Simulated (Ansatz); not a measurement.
```yaml
crystal:
  periodic: [false, false, false]
  atoms:
    - {symbol: C, position_ang: [2.751339, 0.079268, -1.782017]}
    - {symbol: N, position_ang: [1.753838, 0.759441, -0.981610]}
    - {symbol: Zr, position_ang: [-0.142990, 0.072114, -0.715178]}
    - {symbol: F, position_ang: [-0.919049, -0.571889, -2.373944]}
    - {symbol: N, position_ang: [-1.238360, 1.585273, 0.095165]}
    - {symbol: C, position_ang: [-1.695773, 1.846657, 1.444066]}
    - {symbol: N, position_ang: [-0.034049, -1.390218, 0.696795]}
    - {symbol: C, position_ang: [-1.105013, -2.323036, 0.981172]}
    - {symbol: H, position_ang: [3.650825, -0.171104, -1.205600]}
    - {symbol: H, position_ang: [2.350295, -0.866777, -2.163464]}
    - {symbol: H, position_ang: [3.063623, 0.662309, -2.657154]}
    - {symbol: H, position_ang: [2.090059, 1.649499, -0.640674]}
    - {symbol: H, position_ang: [-1.625921, 2.266687, -0.549986]}
    - {symbol: H, position_ang: [-1.301314, 1.083810, 2.118853]}
    - {symbol: H, position_ang: [-1.354308, 2.820486, 1.817140]}
    - {symbol: H, position_ang: [-2.789752, 1.824689, 1.528382]}
    - {symbol: H, position_ang: [0.796283, -1.596681, 1.234884]}
    - {symbol: H, position_ang: [-1.982174, -2.091900, 0.366128]}
    - {symbol: H, position_ang: [-1.434663, -2.276150, 2.026717]}
    - {symbol: H, position_ang: [-0.832877, -3.362468, 0.760317]}
basis:
  gaussian: {orbitals: cc-pVTZ-DK}
hamiltonian: {xc: {name: r2SCAN0}, dispersion: d4}
kpoints: {mp_grid: {grid: [2, 2, 2]}}
output: {forces: true}
```

```sh
$ ansatz run in.yaml --threads 5 --pin off --events-out ev --progress --plain --max-ram 66560MiB --backend cuda --devices 0, --max-vram 37GiB
```

Shortened log:

```
Error: invalid value for `basis.gaussian`: such a run doesn't read kpoints; remove what it names
```

(1) What is wrong with this run?

## Answers

(1) The input holds a key that doesn't belong there. The program refused the input.
